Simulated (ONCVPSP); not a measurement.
# Au (Z = 79): one change to an ONCV potential, before and after

| Property | Result |
| --- | --- |
| Element | gold (Au) |
| Generator | ONCVPSP 4.0.1 |
| Type | optimised norm-conserving Vanderbilt (ONCV) |
| Functional | PBEsol |
| Relativity | scalar-relativistic |
| Frozen core | [Kr] 4d10 4f14 |
| Valence charge | 19 |
| Reference configuration | 5s2 5p6 5d10 6s0.5 6p0.5 |
| Partial waves | 5s+6s: rc 1.80 bohr, ncon 3, nbas 6, qcut 6.7 1/bohr, 3 projectors, debl 0.7 Ha; 5p+6p: rc 2.10 bohr, ncon 3, nbas 6, qcut 5.7 1/bohr, 3 projectors, debl 3.8 Ha; 5d: rc 2.05 bohr, ncon 4, nbas 8, qcut 8.3 1/bohr, 2 projectors, debl 2.3 Ha |
| Local potential | polynomial inside 1.55 bohr (lpopt 4, dvloc0 0 Ha) |
| Core correction | none |

Change: s: qcut 4.6.

Cutoffs: the cutoffs (Ha) at which the residual kinetic energy of the hardest occupied pseudo-wave falls to 1 and 0.1 mHa per electron; they do not see the model core or the augmentation charge, which bear on the density cutoff. Errors are all-electron minus pseudo energies relative to the spin-unpolarised reference configuration.

Predict the effect on cutoff, ghosts and configuration errors.

The potential gets neither clearly harder nor softer (21 Ha and 25 Ha → 21 Ha and 28 Ha); the d channel sets the loose cutoff, while the largest relative change is in s, which becomes softer; of the 3 tests that both files solve, the error grows in 0 and shrinks in 1 by more than 15 % and 0.3 meV (median size 2.9 → 2.8 meV); neither file shows a bound ghost.

```tsv
quantity	base	changed
cutoff, loose	21 Ha	21 Ha
cutoff, tight	25 Ha	28 Ha
loose cutoff by channel	s 13 Ha, p 13 Ha, d 21 Ha	s 8.8 Ha, p 13 Ha, d 21 Ha
bound ghosts	none	none
GHOST(+) flags under 300 eV	none	none
largest miss of a reference level, eV	0.06	0.06
tests with a reliable result	3 of 4	3 of 4
error for 5s2 5p6 5d10 6s1 6p0, meV [ΔE -2.61 eV]	+0.4	+0.1
error for 5s2 5p6 5d10 6s0 6p0, meV [ΔE 6.83 eV]	-2.9	-2.8
error for 5s1 5p6 5d10 6s1 6p0, meV [ΔE 112.71 eV]	-707	-746
s: phases at 1.83 bohr within 0.05 rad from the reference energy up to (Ha; the scan ends near 5)	to the end of the scan	to the end of the scan
p: phases at 2.14 bohr within 0.05 rad from the reference energy up to (Ha; the scan ends near 5)	to the end of the scan	to the end of the scan
d: phases at 2.09 bohr within 0.05 rad from the reference energy up to (Ha; the scan ends near 5)	to the end of the scan	to the end of the scan
```
